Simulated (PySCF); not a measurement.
A structure optimised at PBE-D3(BJ)/def2-SVP, used in a PySCF frequency run:

```
O
C 1 1.4124
H 2 1.1127 1 108.22
H 2 1.1127 3 107.19 1 -116.51
C 2 1.5218 3 110.76 4 -120.94
H 5 1.1084 2 110.84 3 179.19
H 5 1.1084 6 108.41 2 -121.86
H 5 1.1086 6 108.25 7 -117.22
Zr 1 1.8847 3 150.62 2 -174.42
H 9 1.8731 1 105.90 3 -62.75
H 9 1.8736 10 113.03 1 115.14
H 9 1.8736 10 113.03 1 -115.14
```
Charge 0, spin multiplicity 1.

Q: Write its SMILES, formula and point group.

A: CC[O][ZrH3], C2H8OZr, Cs

Q: What are its rotational constants (standard atomic weights)?

A: 15.718, 1.5244, 1.4549 GHz
